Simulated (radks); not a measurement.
Values are calculated unless marked as measured or tabulated.
Question: In7+, configuration [Kr] 4d6. Code: a radial shooting solver on a logarithmic mesh with Libxc functionals. Model: scalar-relativistic Kohn-Sham, B86b exchange with PBE correlation, spin-polarised, spherical densities, finite nucleus; open shells are filled with parallel spins first (spin-orbit coupling, left out, can overturn this in heavy ions); Fermi nuclear charge, rms radius 4.6156 fm. Some entries of the table are withheld. Estimate them.

orbital,occ.,eigenvalue (eV),<r^2> (bohr^2)
1s down,1,-27874.36,0.001194
1s up,1,-27874.36,0.001194
2s up,1,-4275.262,0.01947
2s down,1,-4274.068,0.01947
2p up,3,-3849.428,0.01536
2p down,3,-3848.518,0.01535
3s up,1,-905.7094,0.1387
3s down,1,-905.1438,0.1386
3p up,3,-766.3253,0.1396
3p down,3,-765.6719,0.1394
3d up,5,-550.3171,0.1245
3d down,5,-549.2745,0.1244
4s up,1,-232.2377,0.7712
4s down,1,-227.8748,0.7698
4p up,3,-189.2408,0.8853
4p down,3,-184.8166,0.8863
4d up,5,-125.1289,(1)
4d down,1,-120.8153,(2)

Answer: 
(1) 4d up <r^2> (bohr^2): 1.178
(2) 4d down <r^2> (bohr^2): 1.194
